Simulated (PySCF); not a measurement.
Input for PySCF: R-BP86/6-31G* on H8 chain, a point of a bond scan (R = 1.100 Å).

```python
from pyscf import gto, scf, dft, mp
from pyscf.data.elements import chemcore

mol = gto.M(
    atom='''
    H     0.00000000    0.00000000    0.00000000
    H     0.00000000    0.00000000    1.10000000
    H     0.00000000    0.00000000    2.20000000
    H     0.00000000    0.00000000    3.30000000
    H     0.00000000    0.00000000    4.40000000
    H     0.00000000    0.00000000    5.50000000
    H     0.00000000    0.00000000    6.60000000
    H     0.00000000    0.00000000    7.70000000
    ''',
    basis='6-31g*',
    cart=True,
    charge=0, spin=0, verbose=3, max_memory=1800)
mf = dft.RKS(mol, xc='b88,p86')
mf.conv_tol = 1e-8
mf.max_cycle = 100
mf.kernel()
if not mf.converged:
    mf = mf.newton().run(mf.mo_coeff, mf.mo_occ)
```

It printed:

```
converged SCF energy = -4.53981492389087
```

The run converged.

Cost: about 1.4 core-seconds (a rough figure).
